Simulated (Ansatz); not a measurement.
Consider the ligand exchange at a Ta–F bond: `[F][Ta]([F])([F])([Cl])[Cl]` + HCl → `[F][Ta]([F])([Cl])([Cl])[Cl]` + H–F.

Isolated molecules relaxed with PBE0-D4/def2-TZVP in Ansatz; ΔE leaves out vibrations. CCSD(T)/CBS adds triple-zeta CCSD(T) − MP2 to the extrapolated MP2 energy (def2 sets, frozen cores). This one scheme is used for every species. Functionals use def2-TZVPP. def2 core potentials past Kr. For Ta outer-core shells are correlated without core-valence functions, which leaves a few kJ/mol of doubt a bond.

(1) Is it downhill or uphill in electronic energy at CCSD(T)/CBS, and by how much? (An estimate is asked.)

(2) What do these levels give: PBE0-D4, r2SCANh-D4, BHLYP-D4, revPBE, RPA@PBE/def2-TZVPP, CCSD(T)/def2-SVP? (Estimate.)

(3) What do rigid-rotor, harmonic-oscillator terms from PBE0-D4/def2-TZVP frequencies (298.15 K, 1 bar) make of the CCSD(T)/CBS value? (Best estimate.)

Largest T1 diagnostic among the species: 0.018.

Results:

(1) The calculation gave: Uphill: ΔE = +26.2 kJ/mol.

(2) The calculation gave: PBE0-D4 27.8, r2SCANh-D4 33.9, BHLYP-D4 34.7, revPBE 36.4, RPA@PBE/def2-TZVPP 35.5, CCSD(T)/def2-SVP 49.7 kJ/mol.

(3) The calculation gave: ΔZPE = +4.6 kJ/mol, ΔH = +31.7 kJ/mol, ΔS = 3 J/(mol·K), ΔG = +30.8 kJ/mol.

The D4 term adds −6.3 kJ/mol with B3LYP and −3.4 kJ/mol with PBE0; it sums over pairs of atoms, weighted by their polarisabilities, and B3LYP, whose exchange is more repulsive, gets the larger term. At CCSD(T), def2-SVP lies +23.5 kJ/mol from the extrapolated value and def2-TZVPP +6.0 kJ/mol.

B3LYP here is the variant with VWN-RPA as its local correlation; programs differ in this.
